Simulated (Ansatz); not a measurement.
The pair A = H4Sn (SMILES [SnH4]) (first 5 atoms), B = HF (SMILES F); geometry from B3LYP-D3(BJ)/def2-TZVP.
(charge 0, multiplicity 1):
```xyz
7

Sn     0.1492     0.2715     0.1369
H     -1.4909     0.3175    -0.3203
H      0.3453    -0.9630     1.3251
H      1.1387    -0.1504    -1.1863
H      0.6431     1.7522     0.8185
F     -1.0315    -0.6941     3.5441
H     -0.4964    -0.9005     2.8090
```

Cores are frozen in the correlated methods. Filled d and f shells under p-block atoms count as core. MP2 and its Hartree–Fock in def2-QZVPPD are density fitted.

Run with Ansatz (Gaussian basis) for Hartree–Fock, density functionals and correlated methods. Values without a source in brackets are computed. In def2 rows elements past Kr take small-core potentials, without spin–orbit coupling.

The counterpoise-corrected interaction energy is E(AB) − E(A in the pair's basis) − E(B in the pair's basis). Total energies (hartree):

```
level                          AB  A in the pair's basis  B in the pair's basis
-------------------  ------------  ---------------------  ---------------------
HF/def2-TZVPPD       -315.7097881           -215.6440734           -100.0654090
MP2/def2-TZVPPD      -316.1151272           -215.7727974           -100.3395183
HF/def2-QZVPPD       -315.7157131           -215.6459706           -100.0694169
MP2/def2-QZVPPD      -316.1532383           -215.7826848           -100.3675288
CCSD(T)/def2-TZVPPD  -316.1561657           -215.8050783           -100.3483052
```

Q: Work out the counterpoise-corrected interaction energy at the basis-set limit: extrapolate the MP2 correlation part as X⁻³, take Hartree–Fock from the larger set, and add the CCSD(T) − MP2 difference of def2-TZVPPD.

A: 
1. Differences (1 hartree = 627.509 kcal/mol): HF/def2-TZVPPD -0.192; MP2/def2-TZVPPD -1.764; HF/def2-QZVPPD -0.204; MP2/def2-QZVPPD -1.898; CCSD(T)/def2-TZVPPD -1.746.
2. Correlation parts, MP2 less HF: -1.572 in def2-TZVPPD (X = 3), -1.694 in def2-QZVPPD (X = 4).
3. Limit (4³·(-1.694) − 3³·(-1.572))/(4³ − 3³) = -1.782; with HF/def2-QZVPPD it gives -1.987.
4. CCSD(T) less MP2 in def2-TZVPPD: 0.018.
Result: -1.97 kcal/mol, against -1.76 at MP2/def2-TZVPPD. It is an estimate of this method's limit, not of the exact value.

Ansatz is a program for electronic structure.
